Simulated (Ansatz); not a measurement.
`C[SiH](C)[SiH3]`, relaxed with RKS PBE0-D4/def2-TZVP in Ansatz from a PBE-D4/def2-SVP geometry. The force threshold is 0.005 eV/Å; the program also tests the step.

Total charge 0; spin multiplicity 1.

Start:

```xyz
14

C     0.565    1.710   -0.537
Si    0.102    0.210    0.529
C     1.447   -1.125    0.423
Si   -1.959   -0.672   -0.191
H    -0.205    2.505   -0.472
H     1.532    2.142   -0.204
H     0.668    1.417   -1.602
H    -0.050    0.649    1.966
H     2.422   -0.725    0.768
H     1.196   -2.004    1.051
H     1.569   -1.474   -0.623
H    -2.367   -1.875    0.622
H    -1.856   -1.107   -1.633
H    -3.064    0.350   -0.097
```

**Question.** By how much does the energy fall, and how many steps does the optimiser take? (Best estimate.)

**Answer.** Ansatz gave: 4.54 kJ/mol, in 4 steps.

**Question.** Which bonds change most? (Best estimate.)

**Answer.** Ansatz gave: C1–Si2 from 1.898 to 1.877 Å; Si2–C3 from 1.898 to 1.877 Å; Si4–H12 from 1.508 to 1.490 Å; Si4–H14 from 1.508 to 1.490 Å.

**Question.** Give the relaxed structure. (Estimate.)

**Answer.** Ansatz gave: 
```xyz
14

C     0.565    1.697   -0.530
Si    0.105    0.205    0.513
C     1.438   -1.113    0.418
Si   -1.950   -0.671   -0.196
H    -0.195    2.478   -0.460
H     1.517    2.120   -0.197
H     0.668    1.419   -1.582
H    -0.051    0.637    1.935
H     2.397   -0.715    0.759
H     1.188   -1.974    1.042
H     1.564   -1.465   -0.609
H    -2.347   -1.851    0.623
H    -1.866   -1.112   -1.618
H    -3.035    0.345   -0.098
```
